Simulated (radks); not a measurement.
Q: The mean radii <r> (bohr) of the occupied orbitals of an atom or ion are listed with their occupations. Method: Dirac Kohn-Sham, PBEsol, spin-unpolarised, spherical densities, finite nucleus; Fermi nuclear charge, rms radius of each element as measured or else 0.836 A^(1/3) + 0.57 fm; computed with a radial shooting solver on a logarithmic mesh with Libxc functionals.

orbital  occ.      <r>
1s1/2       2  0.02410
2s1/2       2   0.1026
2p1/2       2  0.08607
2p3/2       4  0.09237
3s1/2       2   0.2721
3p1/2       2   0.2618
3p3/2       4   0.2741
3d3/2       4   0.2453
3d5/2       6   0.2491
4s1/2       2   0.6228
4p1/2       2   0.6405
4p3/2       4   0.6686
4d3/2       4   0.7222
4d5/2       6   0.7323
5s1/2       2    1.506
5p1/2       2    1.694
5p3/2       4    1.778
4f5/2       3    1.138

Name the element and its charge. Open shells, if any, fill j = l - 1/2 first.

A: Z = 59, praseodymium, charge +2: Pr2+ in [Xe] 4f3. The 1s radius gives Z: for a bare nucleus <r> = (2 gamma + 1)/(2Z) with gamma = sqrt(1 - (Z/c)^2), 0.02377 bohr for Z = 59, and screening makes it slightly larger (0.02410 here). The occupations add up to 57, and the charge is Z minus that.
